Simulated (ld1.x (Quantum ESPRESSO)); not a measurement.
# Ranking TM semilocal potentials for iron (Fe)

All share these settings but for the change named:

iron (Fe), norm-conserving Troullier–Martins (semilocal form), made with ld1.x (Quantum ESPRESSO) 7.5 (PBE, non-relativistic). Core [Ne], reference 3s2 3p6 3d6 4s2 4p0. Waves: 3s (bound): rc 0.75 bohr; 3d (bound): rc 0.80 bohr; 3p (bound): rc 0.75 bohr. Local part: the p channel. Core correction: none.

Occupied shells without a wave of their own: 4s. They enter only through the test configuration that unscreens the potential.

Test errors are all-electron minus pseudo excitation energies from the reference, over 3s2 3p6 3d6 4s1 4p0; 3s2 3p6 3d6 4s0 4p0; 3s2 3p6 3d5 4s0 4p0; 3s2 3p6 3d6 4s0 4p1; 3s2 3p6 3d6 4s0 4p2; 3s2 3p5 3d6 4s2 4p0; 3s2 3p6 3d6.5 4s1.5 4p0. None of these files shows a bound ghost.

The base gives 220.1 meV.

Of 6 variants that were run, those that failed, showed a ghost or another fault, or gave nearly equal values are left out.

Rank these variants by their largest absolute test error, smallest first.
A. all radii scaled by about 1.15 (s 0.86, p 0.86, d 0.92 bohr)
B. all radii scaled by about 0.79 (s 0.60, p 0.60, d 0.62 bohr)
C. all radii scaled by about 1.38 (s 1.04, p 1.04, d 1.10 bohr)
D. all radii scaled by about 1.09 (s 0.82, p 0.82, d 0.86 bohr)
E. all radii scaled by about 1.29 (s 0.96, p 0.96, d 1.04 bohr)

D (260.5 meV), A (325.1 meV), B (375.6 meV), E (687.5 meV), C (1116.0 meV).
